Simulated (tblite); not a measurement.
C7H13NP (charge +1).
Geometry (GFN2-xTB, Å), atoms numbered from 1 in this order:
```xyz
22
C7H13NP angstrom
C      2.4568    1.0723    0.3575
C      1.9263   -0.3184    0.0289
P      0.1109   -0.3253   -0.0772
N     -0.3297   -1.8237   -0.5977
C     -1.7418   -2.1523   -0.7959
C     -0.6967    0.3694    1.3896
C     -1.3603    1.4713    1.0175
C     -1.2822    1.7990   -0.4069
C     -0.5746    0.9422   -1.1552
H      3.5423    1.0464    0.4143
H      2.0764    1.4224    1.3148
H      2.1756    1.7902   -0.4098
H      2.2188   -1.0398    0.7978
H      2.2975   -0.6703   -0.9386
H      0.2080   -2.5947   -0.2143
H     -2.2523   -2.4123    0.1329
H     -1.8058   -2.9958   -1.4812
H     -2.2429   -1.2966   -1.2464
H     -0.6312   -0.0348    2.3841
H     -1.9261    2.0952    1.6902
H     -1.7849    2.6706   -0.7933
H     -0.3945    1.0043   -2.2136
```

Method: GFN2-xTB as coded in tblite; computed harmonic values from a numerical Hessian at the method's own geometry, unscaled. Against measured fundamentals such values can be off by several per cent, at times by over 20. One conformer, not necessarily the lowest.

Harmonic wavenumbers (cm⁻¹): 57.7, 84.5, 87.9, 118.1, 145.3, 150.5, 208.7, 248.1, 267.3, 311.4, 425.1, 450.5, 472.0, 527.4, 655.0, 707.1, 732.7, 740.0, 760.7, 803.5, 845.7, 867.9, 891.0, 904.7, 976.1, 986.2, 1003.6, 1047.2, 1066.3, 1069.3, 1074.8, 1087.7, 1106.5, 1190.2, 1205.7, 1225.6, 1274.0, 1282.6, 1391.4, 1410.6, 1419.1, 1460.2, 1468.1, 1478.5, 1479.4, 1529.4, 1603.7, 2936.9, 2940.5, 2987.7, 3026.2, 3032.4, 3040.1, 3043.1, 3055.4, 3106.5, 3111.1, 3122.1, 3123.3, 3339.1.

A = 1684, B = 1394, C = 979.5 MHz; mass 142.079 u (most abundant isotopes); point group C1, symmetry number 1.

Problem. Zero-point energy?

Solution. Half the sum of the wavenumbers: 40082 cm⁻¹ = 114.60 kcal/mol.

Problem. What is S at 273.15 K and 1 bar for an ideal gas of classical rigid rotors and harmonic oscillators?

Solution. Translation 40.36, rotation 29.06, vibration 30.63: S = 100.0 cal/(mol K).

Problem. And Cp and H(273.15 K) − H(0)?

Solution. Cp = 40.21 cal/(mol K), of which vibrations give 32.27 (their classical limit is 60 R = 119.2); H(273.15 K) − H(0) = 6.65 kcal/mol without the zero-point energy, 4.48 from vibrations.

Problem. Blend soft modes into free rotors: weight 1/[1 + (100 cm⁻¹/ν̃)⁴] for the oscillator and the rest for a rotor with moment μB/(μ + B), μ = h/(8π²ν), B = 10⁻⁴⁴ kg m². What vibrational entropy results?

Solution. 28.69 cal/(mol K) in place of 30.63, which changes −T·S at 273.15 K by +0.53 kcal/mol.

Problem. How do the functions run with temperature in this model?

Solution. 
| T (K) | S (cal/(mol K)) | Cp (cal/(mol K)) | H − H(0) (kcal/mol) | G − H(0) (kcal/mol) | ln q(vib) |
| --- | --- | --- | --- | --- | --- |
| 150 | 80.7 | 26.3 | 2.58 | -9.51 | 3.38 |
| 250 | 96.6 | 37.4 | 5.76 | -18.40 | 6.45 |
| 298.15 | 103.7 | 43.3 | 7.70 | -23.22 | 7.91 |
| 400 | 118.1 | 55.1 | 12.72 | -34.52 | 10.97 |
| 600 | 144.1 | 73.2 | 25.67 | -60.80 | 16.91 |
| 900 | 177.3 | 90.4 | 50.42 | -109.18 | 25.34 |

q(vib) and H(0) count from the zero-point level.

Hindered rotation and anharmonicity are outside this model. Other conformers, if any are populated, would add a mixing term that is left out. The structure is chiral; the term R ln 2 for an equal mix with its mirror image is left out.
